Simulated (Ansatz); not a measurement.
A nudged elastic band was laid between two geometries of Cl5FHTa (8 atoms, charge 0, multiplicity 1).

These are results of RKS LDA/def2-SVP in Ansatz 0.2.0, not measurements.

* movable images: 5
* climbing image: yes
* spring: 5.0 eV/Å²
* optimiser: quadratic models (default)
* start path: through a guess of the saddle point
* force threshold: 0.03 eV/Å
* iteration limit: 60
* end points: relaxed

Initial state:

```xyz
8
Properties=species:S:1:pos:R:3
Ta -0.073 0.012 0.126
F 1.758 0.460 0.328
Cl -0.216 0.185 2.435
Cl 0.465 -0.568 -2.055
Cl -1.097 1.963 -0.356
Cl -1.793 -1.517 0.122
Cl 1.346 -2.325 0.734
H 2.391 -1.529 0.754
```

Final state:

```xyz
8
Properties=species:S:1:pos:R:3
Ta -0.166 -0.419 0.184
F 1.966 0.340 0.379
Cl -0.275 -0.032 2.465
Cl 0.406 -0.786 -2.030
Cl -0.538 1.792 -0.243
Cl -2.196 -1.386 0.039
Cl 1.306 -2.251 0.714
H 2.279 -0.577 0.580
```

What changes between the two ends?

Bonds broken: Cl7–H8. Bonds formed: F2–H8.

Give the energies along the band, and the barrier.

The run converged. The highest image is number 3 of 0 to 6, 0.149 eV above the first end and 0.107 eV above the last; the last end lies 0.041 eV above the first. A vibrational analysis at the climbing image gives one clearly imaginary mode, 249i cm⁻¹: a first-order saddle point. The orbitals stay closed-shell, which can raise the energy where a bond breaks towards radicals; this wasn't checked here.

```json
{"image": "0", "path coordinate (Å)": "0.00", "energy (eV)": "0.000", "Cl7–H8 (Å)": "1.31", "F2–H8 (Å)": "2.13"}
{"image": "1", "path coordinate (Å)": "0.29", "energy (eV)": "0.012", "Cl7–H8 (Å)": "1.33", "F2–H8 (Å)": "1.81"}
{"image": "2", "path coordinate (Å)": "0.59", "energy (eV)": "0.070", "Cl7–H8 (Å)": "1.38", "F2–H8 (Å)": "1.50"}
{"image": "3", "path coordinate (Å)": "0.88", "energy (eV)": "0.149", "Cl7–H8 (Å)": "1.54", "F2–H8 (Å)": "1.19"}
{"image": "4", "path coordinate (Å)": "1.14", "energy (eV)": "0.099", "Cl7–H8 (Å)": "1.74", "F2–H8 (Å)": "1.04"}
{"image": "5", "path coordinate (Å)": "1.39", "energy (eV)": "0.055", "Cl7–H8 (Å)": "1.89", "F2–H8 (Å)": "1.00"}
{"image": "6", "path coordinate (Å)": "1.64", "energy (eV)": "0.041", "Cl7–H8 (Å)": "1.94", "F2–H8 (Å)": "0.99"}
```

What is the geometry of the highest image?


```xyz
8
Properties=species:S:1:pos:R:3
Ta -0.096 -0.225 0.155
F 1.907 0.262 0.405
Cl -0.229 0.131 2.436
Cl 0.518 -0.620 -2.039
Cl -0.890 1.848 -0.324
Cl -1.913 -1.569 0.077
Cl 1.385 -2.253 0.744
H 2.098 -0.892 0.633
```

What are the harmonic wavenumbers there?

249i, 48, 96, 109, 132, 148, 152, 166, 204, 283, 370, 387, 407, 412, 466, 816, 1030, 1395 cm⁻¹.

Run time: 2.3 min on 4 threads of Arm Neoverse V1 (shared host), peak memory 0.24 GiB.
